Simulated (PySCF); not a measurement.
## How exact exchange moves a shielding

Molecule: SMILES N#CCSC[SiH3], C3H7NSSi.

Bonds (- single, = double, # triple, : aromatic): N1#C2 1.158 Å, C2-C3 1.455 Å, C3-S4 1.818 Å, S4-C5 1.818 Å, C5-Si6 1.893 Å. C3 carries H7, H8; C5 carries H9, H10; Si6 carries H11, H12, H13.

GIAO shieldings (ppm, equivalent atoms averaged) in PySCF on the PBE0-D3(BJ)/def2-SVP geometry, basis pcSseg-1, gas phase, non-relativistic:

```tsv
functional	exact exchange (%)	σ(C3)	σ(S4)	σ(Si6)
BLYP	0	153.0	457.5	407.0
BP86	0	157.6	482.1	415.0
PBE	0	158.2	485.4	417.2
B3LYP	20	158.5	487.1	416.1
PBE0	25	164.3	520.1	427.9
BHandHLYP	50	165.5	525.5	430.4
HF	100	176.2	587.9	457.4
```

(1) Fit each shielding as a line in the percentage of exact exchange.

(2) What does the line predict for mPW1PW91 (25 %), and what does the run give?

Results:

(1) σ(C3) = 156.4 + 0.20 x (rms 2.0 ppm); σ(S4) = 475.4 + 1.12 x (rms 11.3 ppm); σ(Si6) = 412.3 + 0.43 x (rms 4.2 ppm). The functionals also differ in their semilocal parts, which the line can't hold; Hartree–Fock has no correlation at all.

(2) σ(C3): 161.4 predicted, 163.3 computed; σ(S4): 503.4 predicted, 516.1 computed; σ(Si6): 423.1 predicted, 425.3 computed ppm.
